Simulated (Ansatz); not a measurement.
Ansatz (a program for electronic structure) input:

Ansatz 0.2 input:
```yaml
crystal:
  periodic: [false, false, false]
  atoms:
    - {symbol: C, position_ang: [-1.26894801, -0.55645310, -0.50326195]}
    - {symbol: N, position_ang: [-0.17747597, 0.04042070, 0.26364178]}
    - {symbol: C, position_ang: [-0.45784725, 0.44024241, 1.62918783]}
    - {symbol: C, position_ang: [1.03380072, 0.21401524, -0.26604493]}
    - {symbol: O, position_ang: [1.45198684, -0.04756467, -1.35713872]}
    - {symbol: H, position_ang: [-2.10314267, 0.14490855, -0.58313701]}
    - {symbol: H, position_ang: [-0.90504978, -0.79998819, -1.49766394]}
    - {symbol: H, position_ang: [-1.62272812, -1.46657741, -0.01266813]}
    - {symbol: H, position_ang: [0.44352679, 0.86342584, 2.06553232]}
    - {symbol: H, position_ang: [-0.77415654, -0.42037297, 2.22505646]}
    - {symbol: H, position_ang: [-1.25404531, 1.18934936, 1.65521192]}
basis:
  gaussian:
    orbitals: 6-31G
magnetization: {spin_polarized: true, initial_magnetization: 1}
correlation: {method: ccsd_t, electrons: outside_noble_gas}
```

Problem. What final total energy does it print?

Solution. -246.78733 Eh (CCSD(T)/6-31G). The basis has 57 functions.

It need not be the lowest isomer of its formula.
